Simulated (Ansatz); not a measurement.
Basis sets compared for B₇H₁₃. The state is a singlet with charge 0. Geometry B3LYP-D4/def2-SVP. Ansatz on 4 threads of Arm Neoverse V1 on a shared host; times are rough, and most runs start from earlier orbitals.

Cartesian coordinates in Å:
```
B 1.1759 -0.5563 -0.0632
B -0.5041 -0.8883 -0.5911
B -0.0782 -0.6579 1.0340
B 1.2527 1.1335 -0.4927
B -1.5946 -1.4106 0.9478
B -0.4751 0.8944 -1.6599
B 1.0848 0.6020 1.2199
H 0.2223 1.7711 -0.9558
H 1.7878 0.7924 2.1706
H -0.4685 -1.5032 1.9035
H 2.2243 1.6303 -0.9877
H -1.7642 -2.5813 0.7459
H -0.6311 -1.8366 -1.3067
H 2.0720 -1.3332 -0.2337
H 0.0273 0.5067 -2.6731
H -0.2275 0.5867 1.5606
H -2.4616 -0.7765 1.4939
H 1.0017 1.8336 0.6282
H -1.2697 0.0878 -0.9710
H -1.3742 1.7055 -1.7695
```

Another isomer (singlet) lies 1.39 eV lower at PBE0-D4/def2-TZVP; other spin states weren't run for this one.

Binding counts from free atoms (B doublet, H doublet) in the same basis, without a counterpoise term.

```csv
level,functions,energy (Eh),HOMO (eV),LUMO (eV),binding per atom (eV),wall time
PBE-D4/def2-SVP,163,-181.2647,-6.58,-2.44,3.69,2 s
PBE0-D4/def2-SVP,163,-181.3293,-7.63,-1.61,3.67,2.6 s
```

(1) Estimate the rows for PBE-D4/def2-TZVP (with forces), PBE0-D4/def2-TZVP.

## Answers

(1) 
```tsv
level	functions	energy (Eh)	HOMO (eV)	LUMO (eV)	binding per atom (eV)	wall time
PBE-D4/def2-TZVP (with forces)	295	-181.4568	-6.65	-2.52	3.66	5.5 s
PBE0-D4/def2-TZVP	295	-181.5133	-7.66	-1.66	3.64	5.5 s
```
